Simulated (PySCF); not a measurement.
# Simulated absorption spectrum

Compound: C₅H₇FOSi₂.
SMILES: `O=CC#C[Si@H]1C[Si@@H](F)C1`

Theory: TDDFT CAM-B3LYP/def2-SVPD, vertical, gas phase, core orbitals frozen in the response (PySCF 2.14.0, density-fitted response routines). Geometry: GFN2-xTB; no solvent, vibrations or thermal averaging.

Broadening: Gaussians 0.4 eV wide at half height, area fixed by f = 4.319×10⁻⁹ ∫ε dν̃. The width is an assumption, not a result. The curve ends short of the highest state used, and states not computed would add to its high-energy end.

```json
{"E (eV)": "3.18", "ε (L mol⁻¹ cm⁻¹)": "0"}
{"E (eV)": "3.25", "ε (L mol⁻¹ cm⁻¹)": "0"}
{"E (eV)": "3.33", "ε (L mol⁻¹ cm⁻¹)": "1"}
{"E (eV)": "3.41", "ε (L mol⁻¹ cm⁻¹)": "2"}
{"E (eV)": "3.48", "ε (L mol⁻¹ cm⁻¹)": "6"}
{"E (eV)": "3.56", "ε (L mol⁻¹ cm⁻¹)": "11"}
{"E (eV)": "3.64", "ε (L mol⁻¹ cm⁻¹)": "18"}
{"E (eV)": "3.71", "ε (L mol⁻¹ cm⁻¹)": "24"}
{"E (eV)": "3.79", "ε (L mol⁻¹ cm⁻¹)": "26"}
{"E (eV)": "3.87", "ε (L mol⁻¹ cm⁻¹)": "22"}
{"E (eV)": "3.94", "ε (L mol⁻¹ cm⁻¹)": "16"}
{"E (eV)": "4.02", "ε (L mol⁻¹ cm⁻¹)": "9"}
{"E (eV)": "4.10", "ε (L mol⁻¹ cm⁻¹)": "5"}
{"E (eV)": "4.17", "ε (L mol⁻¹ cm⁻¹)": "3"}
{"E (eV)": "4.25", "ε (L mol⁻¹ cm⁻¹)": "3"}
{"E (eV)": "4.33", "ε (L mol⁻¹ cm⁻¹)": "7"}
{"E (eV)": "4.40", "ε (L mol⁻¹ cm⁻¹)": "11"}
{"E (eV)": "4.48", "ε (L mol⁻¹ cm⁻¹)": "16"}
{"E (eV)": "4.56", "ε (L mol⁻¹ cm⁻¹)": "19"}
{"E (eV)": "4.63", "ε (L mol⁻¹ cm⁻¹)": "19"}
{"E (eV)": "4.71", "ε (L mol⁻¹ cm⁻¹)": "23"}
{"E (eV)": "4.79", "ε (L mol⁻¹ cm⁻¹)": "60"}
{"E (eV)": "4.86", "ε (L mol⁻¹ cm⁻¹)": "195"}
{"E (eV)": "4.94", "ε (L mol⁻¹ cm⁻¹)": "697"}
{"E (eV)": "5.02", "ε (L mol⁻¹ cm⁻¹)": "2033"}
{"E (eV)": "5.09", "ε (L mol⁻¹ cm⁻¹)": "4333"}
{"E (eV)": "5.17", "ε (L mol⁻¹ cm⁻¹)": "8362"}
{"E (eV)": "5.25", "ε (L mol⁻¹ cm⁻¹)": "12926"}
{"E (eV)": "5.32", "ε (L mol⁻¹ cm⁻¹)": "15775"}
{"E (eV)": "5.40", "ε (L mol⁻¹ cm⁻¹)": "16088"}
{"E (eV)": "5.48", "ε (L mol⁻¹ cm⁻¹)": "13144"}
{"E (eV)": "5.55", "ε (L mol⁻¹ cm⁻¹)": "9181"}
{"E (eV)": "5.63", "ε (L mol⁻¹ cm⁻¹)": "4949"}
{"E (eV)": "5.71", "ε (L mol⁻¹ cm⁻¹)": "2137"}
{"E (eV)": "5.79", "ε (L mol⁻¹ cm⁻¹)": "741"}
{"E (eV)": "5.86", "ε (L mol⁻¹ cm⁻¹)": "250"}
{"E (eV)": "5.94", "ε (L mol⁻¹ cm⁻¹)": "79"}
{"E (eV)": "6.02", "ε (L mol⁻¹ cm⁻¹)": "76"}
{"E (eV)": "6.09", "ε (L mol⁻¹ cm⁻¹)": "138"}
{"E (eV)": "6.17", "ε (L mol⁻¹ cm⁻¹)": "263"}
{"E (eV)": "6.25", "ε (L mol⁻¹ cm⁻¹)": "444"}
{"E (eV)": "6.32", "ε (L mol⁻¹ cm⁻¹)": "678"}
{"E (eV)": "6.40", "ε (L mol⁻¹ cm⁻¹)": "1163"}
{"E (eV)": "6.48", "ε (L mol⁻¹ cm⁻¹)": "2178"}
```

Task: Where are the band maxima, and which computed states make them?

Result: 328 nm (3.78 eV), ε about 26, made up of S1 (100%); 269 nm (4.61 eV), ε about 19, made up of S2 (96%) (hardly more than a shoulder); 231 nm (5.37 eV), ε about 16000, made up of S3 (100%) (ε in L mol⁻¹ cm⁻¹; maxima over ε = 5, shares over 10%). At its high-energy end, 6.48 eV, the curve is still rising (ε about 2200, from S4, S6 and S7). The states used: S1 3.78 eV (f 0.0004); S2 4.58 eV (f 0.0003); S3 5.37 eV (f 0.243); S4 6.34 eV (f 0.0053); S5 6.37 eV (f 0.0002); S6 6.57 eV (f 0.0077); S7 6.82 eV (f 0.165); S8 7.08 eV (f 0.023).

Task: Coming from long wavelengths, where does ε first pass 100 L mol⁻¹ cm⁻¹?

Result: At about 257 nm (4.82 eV), 1.05 eV above S1.

Task: What would ε be at 5.37 eV, the highest of these maxima, with half the width (0.2 eV)?

Result: About 32800 L mol⁻¹ cm⁻¹ against 16400, a factor of about 2.00; a lone state at its own centre would give exactly 2.

Task: On this curve, what absorbance would a 10⁻⁵ mol/L sample give at 254 nm over a 1 cm path?

Result: 254 nm is 4.881 eV, where ε is about 280 L mol⁻¹ cm⁻¹, so A = ε c l ≈ 0.0028 (Beer–Lambert, with the gas-phase spectrum and the assumed width).
